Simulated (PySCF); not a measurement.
BGeH9O2Si2.
InChI=1S/BGeH9O2Si2/c2-6-5-1(3)4/h3-4H,5-6H2,2H3

All values: B3LYP/def2-SVPD (PySCF, non-relativistic), on one gas-phase PBE0-D3(BJ)/def2-SVP geometry that isn't relaxed in the solvent. The solvent is an IEF-PCM continuum (cavity from Bondi-type radii × 1.2), and excitations are vertical TDDFT with non-equilibrium linear response and a frozen core. The model holds no explicit solvent molecules, cavitation or dispersion. Spin–orbit coupling is left out although an atom past zinc is present.

Gas-phase singlets (H = HOMO, L = LUMO):

| state | E (eV) | λ (nm) | f | leading configurations |
| --- | --- | --- | --- | --- |
| S1 | 5.768 | 215 | 0.000 | H→L+1 94% |
| S2 | 5.984 | 207 | 0.041 | H→L 98% |
| S3 | 6.259 | 198 | 0.000 | H-1→L+1 93% |
| S4 | 6.349 | 195 | 0.106 | H-1→L 98% |
| S5 | 6.422 | 193 | 0.117 | H→L+2 90% |

Task: Give the list for chloroform (ε = 4.711), n² = 2.09.

Result: 
```tsv
state	E (eV)	λ (nm)	f	leading configurations	change by rank (eV)
S1	5.860	212	0.000	H→L 93%	+0.092
S2	6.297	197	0.231	H→L+1 82%, H-1→L 10%	+0.313
S3	6.310	196	0.032	H-1→L 83%, H→L+1 9%	+0.051
S4	6.630	187	0.130	H→L+2 66%, H-1→L+1 26%	+0.281
S5	6.656	186	0.005	H-1→L+1 60%, H→L+2 21%	+0.234
```

Task: The ground-state energy changes by -0.232 eV from gas to chloroform. By how much does the total energy of gas-phase S5 change?

Result: E(S5) = E(S0) + excitation energy, so it changes by -0.232 − 0.125 = -0.357 eV: it is lowered more than the ground state, which is what a red shift means. This is the vertical state, with the slow part of the continuum still set for S0.

Task: How do the frontier levels move from gas to chloroform?

Result: 
| orbital | gas (eV) | solvent (eV) | change (eV) |
| --- | --- | --- | --- |
| LUMO+2 | -0.28 | -0.13 | +0.15 |
| LUMO+1 | -0.69 | -0.38 | +0.31 |
| LUMO | -0.85 | -0.57 | +0.28 |
| HOMO | -7.42 | -7.42 | 0.00 |
| HOMO-1 | -7.84 | -7.78 | +0.06 |
| HOMO-2 | -8.68 | -8.62 | +0.06 |
| HOMO-3 | -8.77 | -8.79 | -0.02 |

The HOMO–LUMO gap goes from 6.57 to 6.85 eV. Rows go by rank; for LUMO, LUMO+1 and LUMO+2 the atom shares or the degeneracy differ between the runs, so the row needn't follow one orbital.

Time: 76 s of wall time; peak memory 1.0 GiB. Hardware: an Arm Neoverse N1 with one thread, no GPU (shared host). This is the whole response run at B3LYP/def2-SVPD in chloroform, SCF included.

The values belong to the conformer `[OH:1][B:2]([OH:3])[SiH2:4][SiH2:5][GeH3:6]`: O1–B2–Si4–Si5 -179°, B2–Si4–Si5–Ge6 -5°, H–O1–B2–O3 0°, H–O3–B2–O1 0°.
